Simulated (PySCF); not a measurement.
## From computed data to an observable: entropy of an ideal gas

PbHBr, SMILES [Br][PbH] (connectivity only; charge and spin as stated), neutral, multiplicity 1.

The structure is a stationary point at PBE0-D3(BJ)/def2-TZVP. The def2 effective core potentials stand for the cores of Pb; spin–orbit coupling is left out.

PBE0-D3(BJ)/def2-TZVP in PySCF gives the harmonic wavenumbers 211, 518, 1618 cm⁻¹ and the rotational temperatures 7.1028, 0.0616, 0.0610 K. The molar mass is 288.11 g/mol, the symmetry number 1, the spin multiplicity 1.

Task: Work out the entropy at 298.15 K and 1 atm in the rigid-rotor, harmonic-oscillator model.

Result: 
Translation (Sackur–Tetrode at 1 atm): S = R[1.5 ln M + 2.5 ln T − 1.16487] = 179.4 J/(mol K).
Rotation: q = (√π/σ) T^1.5/√(θA θB θC) = 55900, S = R[ln q + 3/2] = 103.4 J/(mol K).
Vibration: with u = 1.4388 ν/T, each mode gives R[u/(e^u − 1) − ln(1 − e^−u)]:
```tsv
ν (cm⁻¹)	modes	u	S (J/(mol K))
211	1	1.02	8.51
518	1	2.50	2.57
1618	1	7.81	0.03
```
These are all the modes. Sum 11.1 J/(mol K).
Spin: R ln 1 = 0.0 J/(mol K).
Total 293.8 J/(mol K); the program's own thermochemistry gives 293.9. Translation makes up 61 % and vibration 4 %. Anharmonicity, hindered rotation and orbital degeneracy are left out.
